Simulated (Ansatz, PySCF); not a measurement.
Reaction (SMILES): [AlH3] (AlH3) → [AlH3] (AlH3) as doublet, charge +1 + e-
Each molecule is optimised on its own at B3LYP-D3(BJ)/def2-TZVP (Ansatz, an electronic-structure program). Frequencies are from Ansatz or PySCF. A spin state is the lowest found, not a proven ground state.
Geometry of the first species:
```xyz
4

Al     0.0000     0.0000     0.0000
H      0.6795    -0.4285     1.3607
H     -0.3300     1.5209    -0.2737
H     -0.3495    -1.0923    -1.0870
```
Charge 0, spin multiplicity 1.

Quantity: adiabatic ionisation energy (0 K, with B3LYP-D3(BJ) harmonic zero-point energies), in eV. Cores are frozen in the correlated levels unless marked. UHF or UKS for open shells. Spin-orbit coupling is left out. No relativistic terms. Basis-set limits of correlation are two-point, X^-3; Hartree-Fock from the larger set.

```json
[
 {"level": "PBE0/def2-TZVP", "program": "Ansatz", "adiabatic ionisation energy (eV)": "10.23"},
 {"level": "B2GP-PLYP-D3(BJ)/def2-TZVPD", "program": "Ansatz + dftd3", "adiabatic ionisation energy (eV)": "…"},
 {"level": "SCS-MP2/cc-pVTZ", "program": "Ansatz", "adiabatic ionisation energy (eV)": "10.45"},
 {"level": "CCSD/def2-SVP", "program": "Ansatz", "adiabatic ionisation energy (eV)": "…"},
 {"level": "CCSD/cc-pVTZ", "program": "Ansatz", "adiabatic ionisation energy (eV)": "10.40"},
 {"level": "CCSDT/cc-pV(D+d)Z", "program": "Ansatz", "adiabatic ionisation energy (eV)": "10.31"},
 {"level": "CCSD(T)/CBS(aug-cc-pV(T+d)Z,aug-cc-pV(Q+d)Z)", "program": "Ansatz", "adiabatic ionisation energy (eV)": "…"}
]
```

**Question.** Complete the blanks.

**Answer.** 
- B2GP-PLYP-D3(BJ)/def2-TZVPD, adiabatic ionisation energy (eV): 10.33
- CCSD/def2-SVP, adiabatic ionisation energy (eV): 10.32
- CCSD(T)/CBS(aug-cc-pV(T+d)Z,aug-cc-pV(Q+d)Z), adiabatic ionisation energy (eV): 10.47
